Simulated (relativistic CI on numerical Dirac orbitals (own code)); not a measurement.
# Rb IV: from the plainest model towards the measured levels

Calculated with a relativistic CI code on KLI orbitals (one set per configuration, finite nucleus), adding one ingredient at a time: step 1, Dirac-Coulomb, each configuration alone; step 2, with Breit and QED terms; step 3, with configuration mixing; step 4, with scaled Slater integrals (0.85); step 5, with a P86 correlation estimate; step 6, tied to the ionisation limit. P86 is a density functional for the correlation energy, evaluated here for each configuration and added to its levels. Step 6 is semi-empirical: configurations made of the next ion and one excited electron move by -8532 cm⁻¹, so that their limit matches the tabulated ionisation energy, and those with a non-penetrating f or g electron also take the P86 value of the least penetrating other one.

Configuration list (outside the closed core [Ar] 3d10): 4s2.4p4, 4s.4p5, 4s2.4p3.4d, 4s2.4p3.5s, 4s2.4p3.5p, 4p6, 4s2.4p3.4f, 4s.4p4.4d, 4s.4p4.4f, 4s2.4p3.5d, 4s2.4p3.6s, 4s2.4p3.6p, 4s2.4p3.5f, 4s2.4p2.4d2, 4s2.4p.4d3, 4s2.4p.4d2.5s, 4s2.4p.4d2.5p, 4s2.4p.4d2.4f, 4s.4p2.4d3.

Computed minus measured energy above the ground level, in cm⁻¹, for 15 of the 50 excited levels that pair in every step (one J of a term; a digit in brackets numbers repeated terms):

```tsv
Configuration	Term	J	Measured	Step 1	Step 2	Step 3	Step 4	Step 5	Step 6
4s2.4p4	3P	1	6260	12	-103	-262	-123	-122	-122
4s2.4p4	1D	2	17358	2820	2724	1719	-154	-142	-150
4s2.4p4	1S	0	38404	6535	6412	1377	-2491	-2486	-2474
4s.4p5	3P°	2	134979	20621	20346	5925	9152	9990	8004
4s2.4p3.4d	5D°	0	170775	-7269	-7503	3648	5781	8048	-384
4s2.4p3.4d	1S°	0	188549	-582	-843	12518	10418	12667	4163
4s2.4p3.4d	3G°	3	195602	-1462	-1696	8711	6361	8636	170
4s2.4p3.4d	1G°	4	199446	-292	-557	10264	7203	9474	1004
4s2.4p3.5s	5S°	2	203281	-6480	-6578	4171	4397	9709	1234
4s2.4p3.5s	3S°	1	209942	-3868	-3962	6186	5020	9721	1254
4s2.4p3.5s	3D°	1	223788	-1287	-1357	9771	5564	11128	2661
4s2.4p3.5p	5P	1	241924	-7620	-7756	2818	3029	8891	422
4s2.4p3.5p	3P	1	247061	-5950	-6091	4230	3473	9335	871
4s2.4p3.5p	3F	3	262485	-2678	-2837	7278	3916	9786	1319
4s2.4p3.5p	3D	3	264885	-3415	-3579	6804	3219	9085	615
```

Mean absolute errors in cm⁻¹, over all paired levels and for the configurations:

```tsv
Configuration, levels	Step 1	Step 2	Step 3	Step 4	Step 5	Step 6
all, 50	5362	5363	7848	5723	8554	1362
4s2.4p4, 4	2429	2372	867	755	750	749
4s.4p5, 3	20890	20541	5880	9096	9943	7910
4s2.4p3.4d, 31	4374	4367	9882	6728	9034	906
4s2.4p3.5s, 4	3231	3315	7521	5187	10359	1901
4s2.4p3.5p, 8	5898	6054	4360	3312	9175	708
```

Measured levels: Sansonetti, J. Phys. Chem. Ref. Data 35, 301 (2006).

The mean absolute error is lowest at step 6 (1362 cm⁻¹), and the largest single drop is from step 5 to 6 (8554 to 1362). Terms of the ground configuration are off by 2429 at first, 867 with mixing and 755 after scaling, which stands in for the correlation that narrows term splittings. The Breit and QED terms change the top of the ground term (measured 6948) from 7298 to 7196. Mixing lowers the ground level by 13908; relative to it the configurations that move most are 4s.4p5 by -14661, 4s2.4p3.5s by +10836, 4s2.4p3.5p by +10414. Configurations whose own partners of that kind are not in the list rise by much of that lowering, so a short list can trade one imbalance for another. The P86 estimate moves 4s2.4p3.5p by +5863, 4s2.4p3.5s by +5172, 4s2.4p3.4d by +2305, and takes the mean absolute error of the excited configurations from 6155 to 9233; it adds to levels that were already too high. Step 6 takes that error from 9233 to 1415; the error more than halves for 4s2.4p3.4d, 4s2.4p3.5s, 4s2.4p3.5p.
